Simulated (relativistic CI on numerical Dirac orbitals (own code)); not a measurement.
## Hyperfine structure of Bi LVI, mass number 207

Computed by Dirac-Coulomb-Breit CI, separate exchange-only KLI orbitals for each configuration, model QED, unscaled Slater integrals (own radial code, finite nucleus).

Configuration list (outside the closed core [Ne]): 3s2.3p6.3d10, 3s2.3p6.3d9.4s, 3s2.3p6.3d9.4p, 3s2.3p6.3d9.4d, 3s2.3p5.3d10.4s, 3s2.3p6.3d9.4f, 3s2.3p5.3d10.4p, 3s2.3p6.3d8.4s2, 3s2.3p5.3d10.4d, 3s2.3p6.3d8.4s.4p, 3s.3p6.3d10.4s, 3s2.3p6.3d9.5s, 3s2.3p5.3d10.4f, 3s2.3p6.3d8.4p2, 3s2.3p6.3d8.4s.4d, 3s2.3p6.3d9.5p. Levels of other configurations are missing.

Nuclear spin I = 9/2, μ = 4.0729 μN, Q = -0.76 b (tables of Stone and Pyykkö). The electronic factors are computed for point nuclear moments, without core polarisation or the Bohr-Weisskopf and QED corrections.

| Level | E (eV) | A (GHz) | B (GHz) |
| --- | --- | --- | --- |
| 3s2.3p6.3d9.4s 3D_3 | 2106.43 | 539.8 | 91 |
| 3s2.3p6.3d9.4s 1D_2 | 2108.70 | -435.4 | 72 |
| 3s2.3p6.3d9.4s 3D_1 | 2222.35 | -577.6 | 39.2 |
| 3s2.3p6.3d9.4s 3D_2 | 2223.73 | 845.1 | 79 |
| 3s2.3p6.3d9.4p 3P°_2 | 2225.80 | -103.5 | 67.1 |
| 3s2.3p6.3d9.4p 3F°_2 | 2341.52 | 346.6 | 74 |
| 3s2.3p6.3d9.4p 3F°_4 | 2414.61 | 66.51 | -68.8 |
| 3s2.3p6.3d9.4p 1P°_1 | 2418.23 | 20.24 | 8.63 |

Levels with J = 0, under 50 % of one LS term, or S terms without an open s electron are left out. Small factors come from cancelling terms and can be off by tens of per cent or more.

At this charge energies of transitions that change n are usually good to better than 1 %, and those within a shell (Δn = 0) to a few per cent.

Problem. Give the hyperfine levels of 3s2.3p6.3d9.4s 3D_3 relative to its centre of gravity.

Solution. With K = F(F + 1) − I(I + 1) − J(J + 1), E = AK/2 + B[¾K(K + 1) − I(I + 1)J(J + 1)]/[2I(2I − 1)J(2J − 1)]: F = 3/2: -8865, F = 5/2: -7535, F = 7/2: -5667, F = 9/2: -3256, F = 11/2: -294.9, F = 13/2: 3224, F = 15/2: 7310 GHz.

LS names give the leading component of a level, which can be under half, so a name can repeat, a term be missing and a line seem to break the LS rules.
